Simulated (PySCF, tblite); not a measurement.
Isomers of C5H7FOSi, one GFN2-xTB conformer each. Single-point energies are computed at PBE0/pcSseg-1 (PySCF, gas phase, no added dispersion term), electronic only.

Question: Rank them by PBE0/pcSseg-1 energy, lowest first (kcal/mol).
A. `[O:1]=[C:2]1[CH2:3][CH:4]=[C:5]([SiH2:6][F:7])[CH2:8]1` with C4–C5–Si6–F7 -1°
B. `[CH2:1]=[CH:2][SiH2:3]/[C:4]([F:5])=[CH:6]\[CH:7]=[O:8]` with C1–C2–Si3–C4 -178°, C2–Si3–C4–F5 -110°, C4–C6–C7–O8 0°
C. `[CH2:1]=[CH:2][C:3](=[O:4])[Si@@H:5]([F:6])[CH:7]=[CH2:8]` with C1–C2–C3–O4 5°, C2–C3–Si5–F6 6°, C3–Si5–C7–C8 33°
D. `[CH:1]#[C:2][CH2:3][Si@:4]1([F:5])[CH2:6][CH2:7][O:8]1` with C2–C3–Si4–F5 54°
E. `[CH:1]#[C:2][Si@@H:3]([CH:4]=[O:5])[C@@H:6]([CH3:7])[F:8]` with C2–Si3–C4–O5 119°, C2–Si3–C6–C7 -52°
F. `[CH:1]#[C:2][CH2:3][C@@:4]1([F:5])[O:6][CH2:7][SiH2:8]1` with C2–C3–C4–F5 172°, C3–C4–O6–C7 139°, C4–O6–C7–Si8 -9°, O6–C7–Si8–C4 7°, C3–C4–Si8–C7 -127°
G. `[CH:1]#[C:2][Si@@H:3]1[C@@H:4]([F:5])[C@@H:6]1[O:7][CH3:8]` with C4–C6–O7–C8 77°
H. `[CH3:1][CH2:2][Si@@H:3]1[C:4](=[O:5])[CH:6]=[C:7]1[F:8]` with C1–C2–Si3–C4 41°

Answer: A (0.0), D (13.2), C (25.6), H (54.1), B (67.6), E (82.7), F (98.7), G (115.7).

As drawn, the lowest has a C=O bond, an Si–F bond and a C=C bond outside aromatic rings, which the highest lacks; the highest has a three-membered ring and a C≡C bond, which the lowest lacks. GFN2-xTB itself gives, in the same order: 0.0, 29.0, 54.5, 81.6, 84.3, 108.1, 91.2, 120.1. Both levels put the same isomer lowest; measured from each level's own lowest isomer, the values differ by up to 28.9 kcal/mol (C=CC(=O)[Si@@H](F)C=C: 54.5 against 25.6).

Which frontier levels, dipoles and rotational constants go with these structures?

```
                       SMILES  HOMO (eV, PBE0/pcSseg-1)  LUMO (eV)  dipole (D)       A, B, C (MHz)
          O=C1CC=C([SiH2]F)C1                     -7.38      -0.80        0.94  4989, 868.9, 753.5
            C#CC[Si@]1(F)CCO1                     -7.65       0.64        2.41    3607, 1055, 1010
        C=CC(=O)[Si@@H](F)C=C                     -7.05      -2.32        0.75   2397, 1218, 901.3
         CC[Si@@H]1C(=O)C=C1F                     -6.70      -1.42        2.73    1766, 1585, 1062
         C=C[SiH2]/C(F)=C\C=O                     -7.80      -2.27        1.77   2375, 1352, 980.6
    C#C[Si@@H](C=O)[C@@H](C)F                     -7.18      -1.79        1.72   1633, 1483, 994.8
       C#CC[C@@]1(F)OC[SiH2]1                     -7.82      -0.41        2.70    2359, 1464, 1217
C#C[Si@@H]1[C@@H](F)[C@@H]1OC                     -6.92      -0.68        1.13   2119, 1233, 886.7
```

What happens when harmonic zero-point energies from GFN2-xTB frequencies are added?

```json
{"SMILES": "O=C1CC=C([SiH2]F)C1", "ZPE (kcal/mol)": "65.2", "electronic (kcal/mol)": "0.0", "with ZPE (kcal/mol)": "0.0"}
{"SMILES": "C#CC[Si@]1(F)CCO1", "ZPE (kcal/mol)": "67.5", "electronic (kcal/mol)": "13.2", "with ZPE (kcal/mol)": "15.5"}
{"SMILES": "C=CC(=O)[Si@@H](F)C=C", "ZPE (kcal/mol)": "64.4", "electronic (kcal/mol)": "25.6", "with ZPE (kcal/mol)": "24.8"}
{"SMILES": "CC[Si@@H]1C(=O)C=C1F", "ZPE (kcal/mol)": "66.2", "electronic (kcal/mol)": "54.1", "with ZPE (kcal/mol)": "55.1"}
{"SMILES": "C=C[SiH2]/C(F)=C\\C=O", "ZPE (kcal/mol)": "63.3", "electronic (kcal/mol)": "67.6", "with ZPE (kcal/mol)": "65.7"}
{"SMILES": "C#C[Si@@H](C=O)[C@@H](C)F", "ZPE (kcal/mol)": "63.5", "electronic (kcal/mol)": "82.7", "with ZPE (kcal/mol)": "81.0"}
{"SMILES": "C#CC[C@@]1(F)OC[SiH2]1", "ZPE (kcal/mol)": "63.3", "electronic (kcal/mol)": "98.7", "with ZPE (kcal/mol)": "96.7"}
{"SMILES": "C#C[Si@@H]1[C@@H](F)[C@@H]1OC", "ZPE (kcal/mol)": "64.3", "electronic (kcal/mol)": "115.7", "with ZPE (kcal/mol)": "114.8"}
```

The zero-point energies span 4.2 kcal/mol. The order is unchanged.
